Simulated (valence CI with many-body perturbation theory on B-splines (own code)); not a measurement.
E1 line list for Ir LXXI

Computed by configuration interaction combined with many-body perturbation theory (CI+MBPT): five valence electrons over a frozen Dirac-Fock core [He], radial functions for each j: 11 s, 11 p, 10 d, 8 f, 5 g, 2 h, with the one-electron correlation potential Σ1 (screened to all orders), the two-electron term Σ2, the three-electron term Σ3, Breit, model QED; selected single and double excitations, second order for the rest, scaled by the run's own slope (own B-spline code, finite nucleus).

The last digits are not significant, and no measured levels were compared; by estimate large intervals hold to a few tenths of a per cent, small ones and those within an open d or f shell to about a per cent. Among the levels kept, up to 7600 cm⁻¹ of a level comes from second order outside the variational space, and about a tenth of that is noise between levels of different J, which matters for small intervals.

Lines 101 to 150 of 600 in falling wavelength, among levels below 14415 eV, chosen from the strongest by gf and those to the six lowest levels. Wavelengths and rates use the calculated energies. Electric multipoles are in the length gauge with retardation, E1 and E2 with the static RPA response of the core. Weak lines are less certain than strong ones. Lines between different terms over intervals too small for the method are left out, as are lines whose strength nearly cancels. The highest levels of a list are the least certain.

Levels are named by their leading jj configuration (3d3/2^4 stands for four electrons in 3d with j = 3/2), which in mixed levels can hold well under half, so a name can repeat and another be missing. Letters in brackets count levels of one name in rising energy.

| λ vac (Å) | Upper | Lower | A (s⁻¹) | S (a.u.) with core polarisation | S without |
| --- | --- | --- | --- | --- | --- |
| 20.51 | (2s 2p1/2 2p3/2^2 3p3/2) J=5/2 [d] | (2s 2p1/2 2p3/2^2 3s) J=5/2 [c] | 4.47e+11 | 1.14e-02 | 1.14e-02 |
| 20.51 | (2s^2 2p1/2 2p3/2 3p3/2) J=1/2 [a] | (2s^2 2p1/2 2p3/2 3s) J=1/2 | 1.41e+12 | 1.20e-02 | 1.20e-02 |
| 20.51 | (2s 2p1/2 2p3/2^2 3p3/2) J=1/2 [b] | (2s 2p1/2 2p3/2^2 3s) J=1/2 [b] | 8.11e+11 | 6.90e-03 | 6.90e-03 |
| 20.48 | (2s 2p1/2 2p3/2^2 3d3/2) J=5/2 [c] | (2s 2p1/2 2p3/2^2 3p1/2) J=3/2 [b] | 1.10e+12 | 2.80e-02 | 2.80e-02 |
| 20.47 | (2s 2p1/2^2 2p3/2 3d3/2) J=7/2 | (2s 2p1/2^2 2p3/2 3p1/2) J=5/2 | 1.39e+12 | 4.70e-02 | 4.70e-02 |
| 20.46 | (2p1/2^2 2p3/2^2 3p3/2) J=7/2 | (2p1/2^2 2p3/2^2 3s) J=5/2 | 1.92e+12 | 6.49e-02 | 6.49e-02 |
| 20.45 | (2s 2p1/2 2p3/2^2 3d3/2) J=3/2 [a] | (2s 2p1/2 2p3/2^2 3p1/2) J=3/2 [a] | 1.17e+12 | 1.98e-02 | 1.98e-02 |
| 20.45 | (2s 2p1/2 2p3/2^2 3d3/2) J=5/2 [d] | (2s 2p1/2 2p3/2^2 3p1/2) J=3/2 [c] | 9.72e+11 | 2.46e-02 | 2.46e-02 |
| 20.45 | (2p1/2^2 2p3/2^2 3p3/2) J=5/2 | (2p1/2^2 2p3/2^2 3s) J=5/2 | 9.73e+11 | 2.47e-02 | 2.47e-02 |
| 20.44 | (2s 2p1/2 2p3/2^2 3d3/2) J=9/2 | (2s 2p1/2 2p3/2^2 3p1/2) J=7/2 | 1.41e+12 | 5.93e-02 | 5.93e-02 |
| 20.44 | (2s 2p1/2 2p3/2^2 3p3/2) J=3/2 [b] | (2s 2p1/2 2p3/2^2 3s) J=5/2 [b] | 1.72e+12 | 2.90e-02 | 2.90e-02 |
| 20.44 | (2s 2p1/2 2p3/2^2 3d3/2) J=3/2 [d] | (2s 2p1/2 2p3/2^2 3p1/2) J=3/2 [b] | 5.85e+11 | 9.86e-03 | 9.86e-03 |
| 20.43 | (2s 2p1/2 2p3/2^2 3d3/2) J=7/2 [a] | (2s 2p1/2 2p3/2^2 3p1/2) J=5/2 [a] | 1.33e+12 | 4.47e-02 | 4.47e-02 |
| 20.42 | (2s^2 2p1/2 2p3/2 3p3/2) J=7/2 | (2s^2 2p1/2 2p3/2 3s) J=5/2 | 2.12e+12 | 7.15e-02 | 7.15e-02 |
| 20.42 | (2s^2 2p1/2 2p3/2 3d3/2) J=7/2 | (2s^2 2p1/2 2p3/2 3p1/2) J=5/2 | 1.43e+12 | 4.80e-02 | 4.80e-02 |
| 20.41 | (2s 2p1/2 2p3/2^2 3d3/2) J=1/2 [a] | (2s 2p1/2 2p3/2^2 3p1/2) J=3/2 [a] | 1.49e+12 | 1.25e-02 | 1.25e-02 |
| 20.39 | (2s^2 2p3/2^2 3p3/2) J=7/2 | (2s^2 2p3/2^2 3s) J=5/2 | 2.20e+12 | 7.36e-02 | 7.36e-02 |
| 20.39 | (2s^2 2p3/2^2 3d3/2) J=1/2 | (2s^2 2p3/2^2 3p1/2) J=3/2 | 1.46e+12 | 1.22e-02 | 1.22e-02 |
| 20.38 | (2s^2 2p3/2^2 3p3/2) J=5/2 | (2s^2 2p3/2^2 3s) J=5/2 | 1.15e+12 | 2.87e-02 | 2.88e-02 |
| 20.38 | (2s 2p1/2^2 2p3/2 3d3/2) J=1/2 [a] | (2s 2p1/2^2 2p3/2 3p1/2) J=3/2 [a] | 1.51e+12 | 1.26e-02 | 1.26e-02 |
| 20.37 | (2s^2 2p1/2 2p3/2 3d3/2) J=3/2 [a] | (2s^2 2p1/2 2p3/2 3p1/2) J=1/2 | 8.06e+11 | 1.34e-02 | 1.34e-02 |
| 20.34 | (2s^2 2p1/2 2p3/2 3p3/2) J=3/2 [a] | (2s^2 2p1/2 2p3/2 3s) J=1/2 | 6.59e+11 | 1.10e-02 | 1.10e-02 |
| 20.34 | (2s 2p1/2 2p3/2^2 3p3/2) J=7/2 [a] | (2s 2p1/2 2p3/2^2 3s) J=5/2 [a] | 2.09e+12 | 6.95e-02 | 6.95e-02 |
| 20.33 | (2s 2p1/2 2p3/2^2 3d3/2) J=3/2 [d] | (2s 2p1/2 2p3/2^2 3p1/2) J=1/2 [b] | 6.23e+11 | 1.03e-02 | 1.03e-02 |
| 20.33 | (2s 2p1/2 2p3/2^2 3p3/2) J=3/2 [d] | (2s 2p1/2 2p3/2^2 3s) J=3/2 [b] | 5.20e+11 | 8.63e-03 | 8.63e-03 |
| 20.30 | (2s^2 2p1/2 2p3/2 3p3/2) J=5/2 [a] | (2s^2 2p1/2 2p3/2 3s) J=3/2 [a] | 2.18e+12 | 5.39e-02 | 5.39e-02 |
| 20.30 | (2s 2p1/2 2p3/2^2 3d3/2) J=5/2 [a] | (2s 2p1/2 2p3/2^2 3p1/2) J=3/2 [a] | 6.54e+11 | 1.62e-02 | 1.62e-02 |
| 20.27 | (2s 2p1/2 2p3/2^2 3p3/2) J=9/2 | (2s 2p1/2 2p3/2^2 3s) J=7/2 | 2.04e+12 | 8.40e-02 | 8.40e-02 |
| 20.24 | (2s 2p1/2 2p3/2^2 3p3/2) J=5/2 [d] | (2s 2p1/2 2p3/2^2 3s) J=3/2 [c] | 1.51e+12 | 3.71e-02 | 3.71e-02 |
| 20.24 | (2s 2p1/2^2 2p3/2 3p3/2) J=5/2 [a] | (2s 2p1/2^2 2p3/2 3s) J=3/2 [a] | 8.89e+11 | 2.18e-02 | 2.18e-02 |
| 20.23 | (2s 2p1/2 2p3/2^2 3p3/2) J=3/2 [d] | (2s 2p1/2 2p3/2^2 3s) J=1/2 [b] | 9.41e+11 | 1.54e-02 | 1.54e-02 |
| 20.21 | (2s 2p1/2 2p3/2^2 3p3/2) J=3/2 [c] | (2s 2p1/2 2p3/2^2 3s) J=1/2 [a] | 2.04e+12 | 3.32e-02 | 3.32e-02 |
| 20.21 | (2s 2p1/2 2p3/2^2 3p3/2) J=7/2 [b] | (2s 2p1/2 2p3/2^2 3s) J=7/2 | 1.24e+12 | 4.05e-02 | 4.05e-02 |
| 20.20 | (2s 2p1/2 2p3/2^2 3p3/2) J=5/2 [a] | (2s 2p1/2 2p3/2^2 3s) J=5/2 [a] | 1.15e+12 | 2.81e-02 | 2.81e-02 |
| 20.20 | (2s 2p1/2^2 2p3/2 3d3/2) J=1/2 [b] | (2s 2p1/2^2 2p3/2 3p1/2) J=1/2 | 1.28e+12 | 1.04e-02 | 1.04e-02 |
| 20.19 | (2s 2p1/2^2 2p3/2 3p3/2) J=7/2 | (2s 2p1/2^2 2p3/2 3s) J=5/2 | 2.05e+12 | 6.67e-02 | 6.67e-02 |
| 20.14 | (2s^2 2p1/2 2p3/2 3d3/2) J=1/2 [a] | (2s^2 2p1/2 2p3/2 3p1/2) J=1/2 | 1.31e+12 | 1.06e-02 | 1.06e-02 |
| 20.12 | (2s 2p1/2 2p3/2^2 3d3/2) J=5/2 [e] | (2s 2p1/2 2p3/2^2 3p1/2) J=3/2 [c] | 2.93e+11 | 7.06e-03 | 7.06e-03 |
| 20.12 | (2s 2p1/2 2p3/2^2 3p3/2) J=5/2 [e] | (2s 2p1/2 2p3/2^2 3s) J=5/2 [c] | 4.12e+11 | 9.94e-03 | 9.95e-03 |
| 20.09 | (2s 2p1/2^2 2p3/2 3p3/2) J=1/2 [a] | (2s 2p1/2^2 2p3/2 3s) J=3/2 [a] | 1.90e+12 | 1.52e-02 | 1.52e-02 |
| 20.08 | (2s 2p1/2 2p3/2^2 3p3/2) J=3/2 [e] | (2s 2p1/2 2p3/2^2 3s) J=3/2 [d] | 6.66e+11 | 1.06e-02 | 1.06e-02 |
| 20.06 | (2s 2p1/2 2p3/2^2 3d3/2) J=7/2 [b] | (2s 2p1/2 2p3/2^2 3p1/2) J=7/2 | 8.26e+11 | 2.63e-02 | 2.63e-02 |
| 20.02 | (2s^2 2p3/2^2 3p3/2) J=3/2 [b] | (2s^2 2p3/2^2 3s) J=1/2 | 2.00e+12 | 3.16e-02 | 3.17e-02 |
| 20.00 | (2s 2p1/2 2p3/2^2 3d3/2) J=5/2 [e] | (2s 2p1/2 2p3/2^2 3p1/2) J=5/2 [c] | 3.46e+11 | 8.21e-03 | 8.21e-03 |
| 19.99 | (2s^2 2p1/2 2p3/2 3p3/2) J=3/2 [a] | (2s^2 2p1/2 2p3/2 3s) J=3/2 [a] | 3.62e+11 | 5.71e-03 | 5.71e-03 |
| 19.95 | (2s 2p1/2 2p3/2^2 3p3/2) J=5/2 [e] | (2s 2p1/2 2p3/2^2 3s) J=3/2 [d] | 7.55e+11 | 1.78e-02 | 1.78e-02 |
| 19.95 | (2s^2 2p1/2^2 3p3/2) J=3/2 | (2s^2 2p1/2^2 3s) J=1/2 | 2.31e+12 | 3.61e-02 | 3.61e-02 |
| 19.94 | (2s 2p1/2^2 2p3/2 3p3/2) J=3/2 [b] | (2s 2p1/2^2 2p3/2 3s) J=3/2 [b] | 9.89e+11 | 1.55e-02 | 1.55e-02 |
| 19.94 | (2s 2p1/2 2p3/2^2 3p3/2) J=3/2 [a] | (2s 2p1/2 2p3/2^2 3s) J=3/2 [a] | 1.38e+12 | 2.16e-02 | 2.16e-02 |
| 19.93 | (2s^2 2p1/2 2p3/2 3p3/2) J=3/2 [b] | (2s^2 2p1/2 2p3/2 3s) J=3/2 [b] | 8.49e+11 | 1.33e-02 | 1.33e-02 |
